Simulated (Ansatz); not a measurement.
Ansatz (a program for electronic structure) input (r2SCAN0/def2-TZVPD):

Ansatz 0.2 input:
```yaml
crystal:
  periodic: [false, false, false]
  atoms:
    - {symbol: B, position_ang: [-0.07256371, 0.45146116, -0.35422101]}
    - {symbol: O, position_ang: [1.06659339, -0.13500571, 0.38864321]}
    - {symbol: O, position_ang: [-1.16242726, -0.23827402, -0.13792737]}
    - {symbol: H, position_ang: [0.19620846, 1.40541215, -0.98849286]}
    - {symbol: H, position_ang: [1.96950808, 0.22686796, 0.36475208]}
    - {symbol: H, position_ang: [-1.99247755, 0.02567489, -0.55813180]}
    - {symbol: H, position_ang: [0.95625049, -0.92902301, 0.94725092]}
basis:
  gaussian:
    orbitals: def2-TZVPD
hamiltonian:
  xc: {name: r2SCAN0}
total_charge: 1
output: {forces: true}
```

Output:

```
Functional definition: r2SCAN0
integrals: 0.05 GiB planned
737 factors; their error is unknown
mean field: 0.56 GiB planned
mean field evaluation 1: about -4815.0652 eV, gradient 9.6e1 eV
mean field evaluation 2: about -4802.2890 eV, gradient 1.2e2 eV
mean field evaluation 4: about -4828.7032 eV, gradient 7.5e0 eV
mean field evaluation 8: about -4828.7886 eV, gradient 2.9e-2 eV
mean field evaluation 16: about -4828.7982 eV, gradient 3.4e-5 eV
mean field -4828.79822000 eV, -177.4550615080 hartree, gradient 3.4e-5 eV, S^2 0.000000; 0 other end points of the search recorded, 0 dependent functions left out
the calculation of the forces begins
reference -4828.79823198 eV, -177.4550619483 hartree; 12, 12 occupied and 141, 141 virtual orbitals, 737 factors
Total energy: -4828.79823198 eV, -177.4550619483 hartree
Atom 0 at    -0.072564     0.451461    -0.354221 Å, force    -0.092116    -0.232105     0.147094 eV/Å
Atom 1 at     1.066593    -0.135006     0.388643 Å, force     0.036575    -0.058488     0.053243 eV/Å
Atom 2 at    -1.162427    -0.238274    -0.137927 Å, force     0.020452     0.214467    -0.153412 eV/Å
Atom 3 at     0.196208     1.405412    -0.988493 Å, force    -0.000799    -0.014885     0.010815 eV/Å
Atom 4 at     1.969508     0.226868     0.364752 Å, force    -0.334933    -0.137337     0.011161 eV/Å
Atom 5 at    -1.992478     0.025675    -0.558132 Å, force     0.334047    -0.066400     0.139593 eV/Å
Atom 6 at     0.956250    -0.929023     0.947251 Å, force     0.036775     0.294749    -0.208494 eV/Å
Dipole moment:     0.555669     0.047951     0.114810 e Å
```

It need not be the lowest isomer of its formula.
